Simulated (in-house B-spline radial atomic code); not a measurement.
## Pd4+: [Ar] (3d3/2)4 (3d5/2)4 4s2 4p6 4d8 (with a hole in an inner shell)

Method: Dirac-Kohn-Sham PBE, spherical fractional occupations, Fermi nucleus of rms radius 4.5318 fm. Calculated with an all-electron radial atomic-structure program (B-spline basis).

Z_r = [3n² - l(l+1)]/(2<r>); Z_e = n√(-2ε); the last column is Slater's effective charge. Values are occupation-weighted means over j. An effective charge above Z reflects the relativistic contraction of the inner shells.

```json
{"shell": "1s", "electrons": "2", "ε (eV)": "-24275", "<r> (bohr)": "0.03185", "Z_r": "47.09", "Z_e": "42.24", "Slater": "45.70"}
{"shell": "2s", "electrons": "2", "ε (eV)": "-3651.7", "<r> (bohr)": "0.1379", "Z_r": "43.51", "Z_e": "32.77", "Slater": "41.85"}
{"shell": "2p", "electrons": "6", "ε (eV)": "-3290.3", "<r> (bohr)": "0.1204", "Z_r": "41.53", "Z_e": "31.10", "Slater": "41.85"}
{"shell": "3s", "electrons": "2", "ε (eV)": "-739.04", "<r> (bohr)": "0.3737", "Z_r": "36.13", "Z_e": "22.11", "Slater": "34.75"}
{"shell": "3p", "electrons": "6", "ε (eV)": "-619.89", "<r> (bohr)": "0.3715", "Z_r": "33.65", "Z_e": "20.25", "Slater": "34.75"}
{"shell": "3d", "electrons": "8", "ε (eV)": "-432.89", "<r> (bohr)": "0.3467", "Z_r": "30.29", "Z_e": "16.92", "Slater": "25.55"}
{"shell": "4s", "electrons": "2", "ε (eV)": "-152.47", "<r> (bohr)": "0.8999", "Z_r": "26.67", "Z_e": "13.39", "Slater": "19.95"}
{"shell": "4p", "electrons": "6", "ε (eV)": "-116.19", "<r> (bohr)": "0.9692", "Z_r": "23.73", "Z_e": "11.69", "Slater": "19.95"}
{"shell": "4d", "electrons": "8", "ε (eV)": "-62.549", "<r> (bohr)": "1.163", "Z_r": "18.05", "Z_e": "8.58", "Slater": "9.55"}
```

The least bound orbital is 4d5/2 at -62.25 eV, and it is also the most diffuse (<r> = 1.167 bohr). The part-filled 3d shell lies below the filled 4p shell in orbital energy.

For the 1s electron the small component carries 2.83 % of the norm, the zero-frequency Breit interaction raises the level by 51.97 eV, self-energy by 28.86 eV, and vacuum polarisation lowers it by 3.564 eV.
